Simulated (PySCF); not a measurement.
C₅H₆Se, SMILES C1(CC[Se]1)=C=C.

The structure is a stationary point at B3LYP-D3(BJ)/def2-SVP. The structure was generated by enumeration, and PubChem lists no compound with its InChIKey, so it may never have been made.

Calculation: PBE0/def2-TZVP in PySCF.

Computed frontier levels, gap, dipole moment and polarisability:
| Quantity | Value |
|---|---|
| highest occupied level | -5.93 eV |
| lowest empty level | -0.98 eV |
| orbital gap | 4.95 eV |
| dipole moment | 1.69 D |
| quadrupole, principal values (traceless, Buckingham form, about the centre of nuclear charge) | -3.64, -3.32, 6.96 D·Å |
| mean static polarisability | 90.6 bohr³ (13.43 Å³) |
| polarisability, principal values | 57.2, 78.6, 136.0 bohr³ |
